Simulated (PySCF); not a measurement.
ZrI4, SMILES [I][Zr]([I])([I])[I], multiplicity 1. The structure is a stationary point at ωB97X-D3(BJ)/def2-SVP. The multiplicity is an assumed one; other spin states were not compared. The isomer is the one that the SMILES or the coordinates give; other isomers of the formula were not compared. The def2 effective core potentials stand for the cores of I, Zr; spin–orbit coupling is left out.

Computed equilibrium geometry at ωB97X-D3(BJ)/def2-SVP (PySCF confirms it by a frequency run) as bond lengths and angles, and its point group:
point group Td.
Atoms: Zr1 I2 I3 I4 I5. Bonded distances (Å): Zr1–I2 2.637, Zr1–I3 2.637, Zr1–I4 2.637, Zr1–I5 2.637. Angles (°): I2–Zr1–I3 109.5, I2–Zr1–I4 109.5, I2–Zr1–I5 109.5, I3–Zr1–I4 109.5, I3–Zr1–I5 109.5, I4–Zr1–I5 109.5.
